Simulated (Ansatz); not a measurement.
Cartesian coordinates in Å:
```
C 0.614 -0.098 -2.135
C 0.185 0.170 -0.911
C -0.389 1.299 -0.101
B -0.150 -0.104 0.521
C -0.197 -1.000 1.774
H 0.617 0.647 -2.927
H 0.984 -1.087 -2.395
H -1.401 1.635 -0.334
H 0.267 2.133 0.154
H 0.666 -0.720 2.394
H -1.079 -0.808 2.391
H -0.115 -2.068 1.568
```

Charge 0, multiplicity 1.

**Question.** List the ωB97M-V/def2-TZVPP orbital energies in eV (Ansatz). (An estimate is asked.)

**Answer.** Computed: Occupied: -281.60, -281.11, -280.90, -280.77, -187.85, -25.08, -22.49, -22.13, -17.74, -15.71, -14.74, -14.49, -13.95, -13.65, -13.43, -10.03, -9.79, -9.49. Lowest empty: 0.29, 2.05, 3.25, 3.33, 3.46, 4.26, 4.53, 4.71.
